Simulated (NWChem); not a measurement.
# CH4BrInO; SMILES [CH3][In]([OH])[Br]

```xyz
8

In    -0.0143    -0.6903     0.0002
Br     0.0531     1.8130     0.0000
C      1.7286    -1.9256    -0.0003
H      2.3075    -1.7285    -0.9129
H      1.4278    -2.9808     0.0332
H      2.3438    -1.6807     0.8760
O     -1.8841    -1.3774    -0.0003
H     -2.5356    -0.6662    -0.0013
```
Atoms are numbered in this order, from 1.

Computed with NWChem. Coordinates come from a PBE0/def2-SVP optimisation. No frequency run checked for a minimum. def2 effective core potentials on In; no spin-orbit coupling. Level r2SCAN/def2-SVP: energy and gradient on several grids; changes count from the extra-fine grid, which is no exact limit either.

Which is the coarsest grid (medium; xcoarse; fine; coarse; xfine) from which on the energy stays within 50 μHa and each gradient component within 100 μHa/bohr of xfine?

fine.
```json
[
 {"grid": "xcoarse", "size of the energy change (μHa)": "2000", "largest change of a gradient component (μHa/bohr)": "10000"},
 {"grid": "coarse", "size of the energy change (μHa)": "600", "largest change of a gradient component (μHa/bohr)": "1000"},
 {"grid": "medium", "size of the energy change (μHa)": "200", "largest change of a gradient component (μHa/bohr)": "100"},
 {"grid": "fine", "size of the energy change (μHa)": "< 10", "largest change of a gradient component (μHa/bohr)": "< 30"},
 {"grid": "xfine", "size of the energy change (μHa)": "< 10", "largest change of a gradient component (μHa/bohr)": "< 30"}
]
```
